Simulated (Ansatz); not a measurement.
Ansatz (an electronic-structure program) job for CH6OSiZn, SMILES [CH3][Zn][O][SiH3], PBE0-D3(BJ)/def2-SVP. 

Ansatz 0.2 input:
```yaml
crystal:
  periodic: [false, false, false]
  atoms:
    - {symbol: Zn, position_ang: [-0.41779539, 0.32516746, 0.61294160]}
    - {symbol: C, position_ang: [-1.69549142, 1.35918023, 1.60939167]}
    - {symbol: H, position_ang: [-2.12405773, 0.75674864, 2.43538062]}
    - {symbol: H, position_ang: [-2.52644512, 1.69224226, 0.95583765]}
    - {symbol: H, position_ang: [-1.21633483, 2.25801855, 2.04662314]}
    - {symbol: O, position_ang: [0.81141329, -0.67511061, -0.21693189]}
    - {symbol: Si, position_ang: [1.27045802, -0.99278170, -1.77575639]}
    - {symbol: H, position_ang: [0.15614548, -1.61037503, -2.59374512]}
    - {symbol: H, position_ang: [2.42634381, -1.95907338, -1.77778951]}
    - {symbol: H, position_ang: [1.71344029, 0.25216231, -2.51486025]}
basis:
  gaussian:
    orbitals: def2-SVP
hamiltonian:
  xc: pbe0
  dispersion: d3bj
relax: {f_tol: 0.002, max_steps: 200}
```

It prints:

```
WARN ansatz: RAYON_NUM_THREADS=1 ignored (pool sized by the plan → 1); use --threads N
Functional definition: PBE0
integrals: 0.06 GiB planned
1119 factors; integrals over basis functions are off by at most 3.1e-4 eV
mean field: 0.49 GiB planned
mean field evaluation 1: about -59445.1342 eV, gradient 7.2e1 eV
mean field evaluation 2: about -59425.5215 eV, gradient 1.2e2 eV
mean field evaluation 4: about -59454.9724 eV, gradient 6.5e0 eV
mean field evaluation 8: about -59455.1214 eV, gradient 3.8e-1 eV
mean field evaluation 16: about -59455.1219 eV, gradient 8.0e-5 eV
mean field -59455.12185562 eV, -2184.9354280649 hartree, gradient 8.0e-5 eV, S^2 0.000000; 0 other end points of the search recorded, 0 dependent functions left out
the calculation of the forces begins
reference -59455.12189312 eV, -2184.9354294429 hartree; 32, 32 occupied and 75, 75 virtual orbitals, 1119 factors
relax step   1: F+E_penalty+E_count = -59455.27111879 eV  Δ(F+E_penalty+E_count) = +0.000e0 eV  max|allowed force component| = 5.212e-1 eV/Å  Δτ_max = 0.0000 Å  (26 SCF iters, accepted)
these checks for a lower state are left out or cut short: starts, cluster_reference, orbital_swaps, neighbouring_geometries, increment
integrals: 0.06 GiB planned
1119 factors; integrals over basis functions are off by at most 3.0e-4 eV
mean field: 0.49 GiB planned
mean field -59455.13311141 eV, -2184.9358417075 hartree, gradient 1.7e-5 eV, S^2 0.000000; 0 other end points of the search recorded, 0 dependent functions left out
the calculation of the forces begins
reference -59455.13314886 eV, -2184.9358430840 hartree; 32, 32 occupied and 75, 75 virtual orbitals, 1119 factors
relax step   2: F+E_penalty+E_count = -59455.28261871 eV  Δ(F+E_penalty+E_count) = -1.150e-2 eV  max|allowed force component| = 2.827e-1 eV/Å  Δτ_max = 0.0138 Å  (32 SCF iters, accepted)
these checks for a lower state are left out or cut short: starts, cluster_reference, orbital_swaps, neighbouring_geometries, increment
integrals: 0.06 GiB planned
1119 factors; integrals over basis functions are off by at most 2.9e-4 eV
mean field: 0.49 GiB planned
mean field -59455.13572755 eV, -2184.9359378492 hartree, gradient 1.7e-5 eV, S^2 0.000000; 0 other end points of the search recorded, 0 dependent functions left out
the calculation of the forces begins
reference -59455.13576498 eV, -2184.9359392247 hartree; 32, 32 occupied and 75, 75 virtual orbitals, 1119 factors
relax step   3: F+E_penalty+E_count = -59455.28538214 eV  Δ(F+E_penalty+E_count) = -2.763e-3 eV  max|allowed force component| = 4.387e-2 eV/Å  Δτ_max = 0.0105 Å  (31 SCF iters, accepted)
these checks for a lower state are left out or cut short: starts, cluster_reference, orbital_swaps, neighbouring_geometries, increment
integrals: 0.06 GiB planned
1119 factors; integrals over basis functions are off by at most 2.9e-4 eV
mean field: 0.49 GiB planned
mean field evaluation 32: about -59455.0700 eV, gradient 2.9e-3 eV
mean field -59455.13681970 eV, -2184.9359779849 hartree, gradient 1.7e-5 eV, S^2 0.000000; 0 other end points of the search recorded, 0 dependent functions left out
the calculation of the forces begins
reference -59455.13685715 eV, -2184.9359793610 hartree; 32, 32 occupied and 75, 75 virtual orbitals, 1119 factors
relax step   4: F+E_penalty+E_count = -59455.28629744 eV  Δ(F+E_penalty+E_count) = -9.153e-4 eV  max|allowed force component| = 3.795e-2 eV/Å  Δτ_max = 0.0146 Å  (31 SCF iters, accepted)
these checks for a lower state are left out or cut short: starts, cluster_reference, orbital_swaps, neighbouring_geometries, increment
integrals: 0.06 GiB planned
1119 factors; integrals over basis functions are off by at most 2.7e-4 eV
mean field: 0.49 GiB planned
mean field -59455.13822459 eV, -2184.9360296137 hartree, gradient 1.7e-5 eV, S^2 0.000000; 0 other end points of the search recorded, 0 dependent functions left out
the calculation of the forces begins
reference -59455.13826208 eV, -2184.9360309912 hartree; 32, 32 occupied and 75, 75 virtual orbitals, 1119 factors
relax step   5: F+E_penalty+E_count = -59455.28729104 eV  Δ(F+E_penalty+E_count) = -9.936e-4 eV  max|allowed force component| = 8.116e-2 eV/Å  Δτ_max = 0.0326 Å  (31 SCF iters, accepted)
these checks for a lower state are left out or cut short: starts, cluster_reference, orbital_swaps, neighbouring_geometries, increment
integrals: 0.06 GiB planned
1119 factors; integrals over basis functions are off by at most 2.6e-4 eV
mean field: 0.49 GiB planned
mean field -59455.13954160 eV, -2184.9360780129 hartree, gradient 1.7e-5 eV, S^2 0.000000; 0 other end points of the search recorded, 0 dependent functions left out
the calculation of the forces begins
reference -59455.13957913 eV, -2184.9360793919 hartree; 32, 32 occupied and 75, 75 virtual orbitals, 1119 factors
relax step   6: F+E_penalty+E_count = -59455.28832081 eV  Δ(F+E_penalty+E_count) = -1.030e-3 eV  max|allowed force component| = 1.280e-2 eV/Å  Δτ_max = 0.0354 Å  (31 SCF iters, accepted)
these checks for a lower state are left out or cut short: starts, cluster_reference, orbital_swaps, neighbouring_geometries, increment
integrals: 0.06 GiB planned
1119 factors; integrals over basis functions are off by at most 2.5e-4 eV
mean field: 0.49 GiB planned
mean field -59455.14017059 eV, -2184.9361011277 hartree, gradient 1.6e-5 eV, S^2 0.000000; 0 other end points of the search recorded, 0 dependent functions left out
the calculation of the forces begins
reference -59455.14020814 eV, -2184.9361025077 hartree; 32, 32 occupied and 75, 75 virtual orbitals, 1119 factors
relax step   7: F+E_penalty+E_count = -59455.28859826 eV  Δ(F+E_penalty+E_count) = -2.775e-4 eV  max|allowed force component| = 2.095e-2 eV/Å  Δτ_max = 0.0346 Å  (31 SCF iters, accepted)
these checks for a lower state are left out or cut short: starts, cluster_reference, orbital_swaps, neighbouring_geometries, increment
integrals: 0.06 GiB planned
1119 factors; integrals over basis functions are off by at most 2.4e-4 eV
mean field: 0.49 GiB planned
mean field evaluation 64: about -59455.1401 eV, gradient 8.0e-6 eV
mean field -59455.14014671 eV, -2184.9361002501 hartree, gradient 8.0e-6 eV, S^2 0.000000; 0 other end points of the search recorded, 0 dependent functions left out
the calculation of the forces begins
reference -59455.14018426 eV, -2184.9361016300 hartree; 32, 32 occupied and 75, 75 virtual orbitals, 1119 factors
relax step   8: F+E_penalty+E_count = -59455.28854450 eV  Δ(F+E_penalty+E_count) = +5.376e-5 eV  max|allowed force component| = 1.284e-2 eV/Å  Δτ_max = 0.0109 Å  (24 SCF iters, rejected (line search))
these checks for a lower state are left out or cut short: starts, cluster_reference, orbital_swaps, neighbouring_geometries, increment
integrals: 0.06 GiB planned
1119 factors; integrals over basis functions are off by at most 2.4e-4 eV
mean field: 0.49 GiB planned
mean field -59455.14019431 eV, -2184.9361019994 hartree, gradient 8.9e-5 eV, S^2 0.000000; 0 other end points of the search recorded, 0 dependent functions left out
the calculation of the forces begins
reference -59455.14023186 eV, -2184.9361033793 hartree; 32, 32 occupied and 75, 75 virtual orbitals, 1119 factors
relax step   9: F+E_penalty+E_count = -59455.28862360 eV  Δ(F+E_penalty+E_count) = -2.533e-5 eV  max|allowed force component| = 1.207e-3 eV/Å  Δτ_max = 0.0032 Å  (21 SCF iters, accepted)
these checks for a lower state are left out or cut short: starts, cluster_reference, orbital_swaps, neighbouring_geometries, increment
integrals: 0.06 GiB planned
1119 factors; integrals over basis functions are off by at most 2.4e-4 eV
mean field: 0.49 GiB planned
mean field -59455.14021994 eV, -2184.9361029414 hartree, gradient 6.7e-5 eV, S^2 0.000000; 0 other end points of the search recorded, 0 dependent functions left out
the calculation of the forces begins
reference -59455.14025749 eV, -2184.9361043214 hartree; 32, 32 occupied and 75, 75 virtual orbitals, 1119 factors
relax step  10: F+E_penalty+E_count = -59455.28862485 eV  Δ(F+E_penalty+E_count) = -1.251e-6 eV  max|allowed force component| = 1.706e-3 eV/Å  Δτ_max = 0.0029 Å  (21 SCF iters, accepted)
integrals: 0.06 GiB planned
1119 factors; integrals over basis functions are off by at most 2.4e-4 eV
mean field: 0.49 GiB planned
mean field -59455.14021994 eV, -2184.9361029414 hartree, gradient 6.7e-5 eV, S^2 0.000000; 1 other end points of the search recorded, 0 dependent functions left out
the calculation of the forces begins
reference -59455.14025749 eV, -2184.9361043214 hartree; 32, 32 occupied and 75, 75 virtual orbitals, 1119 factors
Total energy: -59455.28866240 eV, -2184.9415581011 hartree
Atom 0 at    -0.452036     0.355029     0.590305 Å, force     0.000388    -0.000249    -0.000321 eV/Å
Atom 1 at    -1.704670     1.365023     1.642349 Å, force    -0.000580     0.000258     0.000297 eV/Å
Atom 2 at    -2.108385     0.751858     2.462636 Å, force     0.000151     0.000178    -0.000132 eV/Å
Atom 3 at    -2.549190     1.708468     1.025530 Å, force     0.000166    -0.000202     0.000037 eV/Å
Atom 4 at    -1.221632     2.250521     2.083120 Å, force     0.000050    -0.000120    -0.000005 eV/Å
Atom 5 at     0.735071    -0.606311    -0.312952 Å, force    -0.000305     0.000549     0.000468 eV/Å
Atom 6 at     1.283625    -1.002410    -1.801476 Å, force     0.000012    -0.001118     0.001706 eV/Å
Atom 7 at     0.220576    -1.649472    -2.643465 Å, force     0.000363     0.000825    -0.000874 eV/Å
Atom 8 at     2.425614    -1.964134    -1.700301 Å, force     0.000062     0.000536    -0.000572 eV/Å
Atom 9 at     1.768704     0.197608    -2.564654 Å, force    -0.000307    -0.000656    -0.000604 eV/Å
Dipole moment:    -0.330601     0.266294     0.281972 e Å
```

The run converged.
